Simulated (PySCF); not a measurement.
CH₃Cd, SMILES [Cd][CH3] (connectivity only; charge and spin as stated), neutral, multiplicity 2.

Geometry optimised at B3LYP-D3(BJ)/def2-TZVP. The multiplicity is an assumed one; other spin states were not compared. The isomer is the one that the SMILES or the coordinates give; other isomers of the formula were not compared. The def2 effective core potentials stand for the cores of Cd; spin–orbit coupling is left out.

Two levels are set side by side: PBE/def2-TZVPD (PySCF) and CAM-B3LYP/def2-TZVPD (PySCF). Same geometry, gas phase. Differences are taken from unrounded values.

| quantity | CAM-B3LYP |
|---|---|
| α-spin orbital gap (eV) | 6.48 |
| β-spin orbital gap (eV) | 6.92 |
| mean polarisability (bohr³) | 66.5 |

### Question
What does PBE give, and how far is it from CAM-B3LYP? (An estimate is asked for; the answer gives what the named calculation found.)

### Answer

```tsv
quantity	PBE	PBE minus CAM-B3LYP
α-spin orbital gap (eV)	3.02	-3.46
β-spin orbital gap (eV)	3.34	-3.57
mean polarisability (bohr³)	66.1	-0.4
```

Rough cost on one machine, each run with all the roots and properties that it gave: CAM-B3LYP against PBE within a factor of 2.
